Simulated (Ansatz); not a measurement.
The molecule SH+, multiplicity 3 (lowest of 2S+1 = 1, 3, 5 at CCSD(T)/def2-TZVPP on PBE0 minima; our sources give no spin for the ground state, which may be another).

The constants come from a fifth-degree fit in 1/R (seven points, main isotopes). In def2 and cc sets the state is the lowest found near the PBE0 minimum, followed along R.

Cores are frozen in the correlated methods.

Codes used: Ansatz (Gaussian basis) for Hartree–Fock, density functionals and correlated methods. Each number belongs to the level named beside it.

Energies at CCSD/aug-cc-pV(T+d)Z:

| R (Å) | E (hartree) |
|---|---|
| 1.272709 | -397.90735263 |
| 1.306922 | -397.91002936 |
| 1.338398 | -397.91127761 |
| 1.373979 | -397.91151003 |
| 1.409560 | -397.91069658 |
| 1.450615 | -397.90869582 |
| 1.498513 | -397.90522136 |

Question: With a reduced mass of 0.9770 u, find the minimum, the force constant and the constants.

Answer: A fifth-degree polynomial in 1/R puts the minimum at r_e = 1.3633 Å with force constant 380 N/m. Then ω_e = (1/2πc)√(k/μ) = 2570 cm⁻¹ and B_e = h/(8π²cμr_e²) = 9.284 cm⁻¹; the cubic and quartic terms give α_e = 0.28 and ω_e x_e = 49 cm⁻¹.

Ansatz is a quantum-chemistry and plane-wave program.
